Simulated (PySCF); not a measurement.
C6H14Se, charge +1, doublet, geometry from GFN2-xTB (a state made from the parent by changing its charge; the spin is typed, not shown lowest). Base run: PySCF with DF-SVWN5/6-31G.

PySCF was given this input:
```python
from pyscf import gto, scf, dft

mol = gto.M(
    atom='''
C     2.059500    0.966653    1.047272
C     1.445175   -0.370545    0.655741
C     2.467584   -1.341184    0.102400
Se    0.044415   -0.020532   -0.723619
C    -1.510126    0.368989    0.468443
C    -2.405150    1.397075   -0.192417
C    -2.229217   -0.945885    0.737804
H     2.583090    1.417982    0.206618
H     2.784451    0.793678    1.840872
H     1.315780    1.668919    1.420871
H     0.910110   -0.804847    1.505626
H     2.009784   -2.286115   -0.184365
H     3.213264   -1.546593    0.868116
H     2.984425   -0.925167   -0.760424
H    -1.077054    0.760379    1.393456
H    -1.872397    2.325958   -0.387711
H    -2.815543    1.023801   -1.128834
H    -3.239536    1.619513    0.470118
H    -1.573786   -1.687279    1.192460
H    -2.650182   -1.357685   -0.177504
H    -3.049119   -0.755053    1.428301
''',
    basis='6-31g',
    charge=1,
    spin=1,
    verbose=4,
)

mf = dft.UKS(mol)
mf.xc = 'lda,vwn'
mf = mf.density_fit(auxbasis='def2-universal-jkfit')
mf.kernel()
mf.analyze()
```

Variants of this job, named by their change:

```json
[
 {"change": "base", "basis functions": "109", "E (Eh)": "-2632.23388", "HOMO (eV)": "-11.83", "core-seconds (rough)": "20"},
 {"change": "basis = STO-3G", "basis functions": "62", "E (Eh)": "-2603.02848", "HOMO (eV)": "-10.90", "core-seconds (rough)": "9"},
 {"change": "basis = LANL2DZ", "basis functions": "90", "E (Eh)": "-243.67337", "HOMO (eV)": "-11.85", "core-seconds (rough)": "20"},
 {"change": "basis = pcseg-0", "basis functions": "104", "E (Eh)": "-2629.22679", "HOMO (eV)": "-12.12", "core-seconds (rough)": "10"},
 {"change": "basis = 3-21G", "basis functions": "104", "E (Eh)": "-2620.04674", "HOMO (eV)": "-11.76", "core-seconds (rough)": "10"},
 {"change": "basis = def2-SV(P)", "basis functions": "144", "E (Eh)": "-2632.16900", "HOMO (eV)": "-11.90", "core-seconds (rough)": "20"},
 {"change": "basis = 6-31G*", "basis functions": "144", "E (Eh)": "-2632.35156", "HOMO (eV)": "-11.77", "core-seconds (rough)": "20"},
 {"change": "basis = pc-1", "basis functions": "181", "E (Eh)": "-2632.55325", "HOMO (eV)": "-11.93", "core-seconds (rough)": "30"},
 {"change": "basis = pcseg-1", "basis functions": "181", "E (Eh)": "-2632.35962", "HOMO (eV)": "-11.95", "core-seconds (rough)": "30"},
 {"change": "basis = cc-pVDZ", "basis functions": "181", "E (Eh)": "-2632.62824", "HOMO (eV)": "-11.82", "core-seconds (rough)": "30"},
 {"change": "basis = def2-SVP", "basis functions": "186", "E (Eh)": "-2632.20014", "HOMO (eV)": "-11.88", "core-seconds (rough)": "30"},
 {"change": "basis = 6-31G**", "basis functions": "186", "E (Eh)": "-2632.36942", "HOMO (eV)": "-11.77", "core-seconds (rough)": "30"},
 {"change": "basis = 6-311G**", "basis functions": "236", "E (Eh)": "-2632.70074", "HOMO (eV)": "-11.87", "core-seconds (rough)": "40"}
]
```

Totals compare only among sets that treat the same electrons; sets with core potentials leave the core out.

Open shells are given as the SCF converged; they aren't shown to be the lowest states, and a large step between rows can be another state.
